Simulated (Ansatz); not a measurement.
`B[Se]C=C` + H₂ → `B[SeH]` + `C=C` at 700 K and 1 bar (hydrogenolysis of the Se–C bond).

Program: Ansatz. Geometries: PBE0-D4/def2-TZVP. ΔE: electronic, gas phase. CCSD(T)/CBS adds triple-zeta CCSD(T) − MP2 to the extrapolated MP2 energy (def2 sets, frozen cores). This one scheme is used for every species. For Se outer-core shells are correlated without core-valence functions, which leaves a few kJ/mol of doubt a bond. Scalar relativity is left out up to krypton. Each species was taken in one conformer, which may not be the lowest.

```json
{"species": "`B[Se]C=C`", "CCSD(T)/CBS energy (Eh)": "-2504.59221", "H − E (kJ/mol)": "231.6", "S (J/(mol·K))": "413.2"}
{"species": "H₂", "CCSD(T)/CBS energy (Eh)": "-1.17544", "H − E (kJ/mol)": "46.8", "S (J/(mol·K))": "155.3"}
{"species": "`B[SeH]`", "CCSD(T)/CBS energy (Eh)": "-2427.30556", "H − E (kJ/mol)": "113.4", "S (J/(mol·K))": "312.4"}
{"species": "`C=C`", "CCSD(T)/CBS energy (Eh)": "-78.48111", "H − E (kJ/mol)": "168.9", "S (J/(mol·K))": "268.4"}
```

H − E and S are ideal-gas, rigid-rotor, harmonic terms from PBE0-D4/def2-TZVP, for one conformer and one mirror image of each species. For small species the MP2-based limit differs from directly extrapolated CCSD(T) by up to some mEh (0.8 for H₂); such offsets cancel only in part. 1 Eh = 2625.50 kJ/mol, R = 8.31446 J/(mol·K).

**Question.** By hand: ΔE, ΔH, ΔS and ΔG.

**Answer.** ΔE = (-2427.30556) + (-78.48111) − (-2504.59221) − (-1.17544) = -0.01902 Eh = -49.9 kJ/mol. Δ(H − E) = 113.4 + 168.9 − 231.6 − 46.8 = 3.9, so ΔH = -46.0 kJ/mol. ΔS = 312.4 + 268.4 − 413.2 − 155.3 = 12.3 J/(mol·K). ΔG = -46.0 − 700 × (12.3)/1000 = -54.6 kJ/mol.

**Question.** By hand: the equilibrium constant, and the temperature at which ΔG would vanish if ΔH and ΔS stayed fixed.

**Answer.** log₁₀ K = −ΔG/(RT ln 10) = 4.1. ΔH and −TΔS have one sign here, so there is no such temperature.

The number of gas molecules stays the same, so ΔS is small and ΔH decides. A doubt of 5 kJ/mol in ΔE shifts log₁₀ K by 0.4 here. Other conformers and mirror images would add mixing entropy, several J/(mol·K) or more a flexible species. These are equilibria of isolated gas molecules and say nothing of rates. Largest T1 diagnostic: 0.013 (customary marks: 0.02 for closed shells, 0.045 for open ones).

ΔS is within the doubt of such terms, so its sign, and with it that verdict, could turn.
